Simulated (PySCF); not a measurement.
Compound: C₆H₆ClF (charge +1 and doublet state).
Structure used (GFN2-xTB), in Å, numbered top down from 1:
```xyz
14
C6H6ClF angstrom
C      2.558   -0.077   -0.245
C      1.441   -0.483   -0.009
C      0.096   -0.869    0.268
C     -0.845   -0.516   -0.910
C     -1.004    0.855   -0.242
Cl     0.261    1.966   -0.768
C     -0.619    0.224    1.123
F      0.141    0.962    1.940
H      3.550    0.224   -0.443
H      0.036   -1.882    0.672
H     -0.406   -0.528   -1.904
H     -1.766   -1.094   -0.901
H     -1.968    1.366   -0.292
H     -1.477   -0.149    1.689
```

Identity: `[H]/[C+]=[C]/[C@@H]1C[C@H](Cl)[C@@H]1F` [radical] (charge +1).

Level of theory: UKS B3LYP, pcH-1 on C Cl F H, non-relativistic, mean-field spin-orbit, GIAO in PySCF 2.14.0. The structure is a single GFN2-xTB conformer in the gas phase; no vibrational or solvent corrections. The geometry wasn't refined by DFT: couplings that depend on bond lengths, twists or pyramidal angles can differ widely from those at the functional's own minimum, by a factor of two or more for some ions and for spin on atoms past the first row. No stability test was run, so a lower SCF solution isn't excluded.

(1) What are g_iso and the isotropic 1H coupling of H10?

(2) Take this nucleus alone (I = 1/2, g_N = 5.5857) with S = 1/2. Where do its 2 lines fall at 9.675 GHz to first order, to second order and exactly?

(3) Give the zero-field levels of this pair of spins.

Results:

(1) g_iso = 2.01567 and a = +115.18 MHz, or +4.083 mT (Mulliken spin population +0.04).

(2) B0 = hν/(g μB) = 342.941 mT and a/B0 = 0.0119. B(1) = B0 − a·mI, B(2) = B(1) − a²[I(I+1) − mI²]/(2B0); the exact values solve the Breit–Rabi equation, nuclear Zeeman term included.

| mI | first order (mT) | second order (mT) | exact (mT) | exact − first order |
| --- | --- | --- | --- | --- |
| −1/2 | 344.982 | 344.970 | 344.970 | -0.012 |
| +1/2 | 340.899 | 340.887 | 340.887 | -0.012 |

(3) F = I ± 1/2 = 1 and 0, at a·I/2 = +28.8 MHz and −a(I+1)/2 = -86.4 MHz, that is |a|(I + 1/2) = 115.2 MHz apart; F = 0 lies lower.

Other couplings of abundant isotopes, left aside here: 1 × 1H 115 MHz, 1 × 1H 34 MHz, 1 × 35Cl 28 MHz, 1 × 19F 11 MHz, 1 × 1H 5 MHz, 1 × 1H 4 MHz, 1 × 1H 3 MHz.

Hardware: an Arm Neoverse V1 with one thread (shared host). Cost: 85 s of wall time (with the writing of density and orbital grids), 1.1 GiB resident at most.

The SMILES draws the unpaired electron on C2; the largest computed Mulliken spin population is on C1 (0.38 against 0.15).
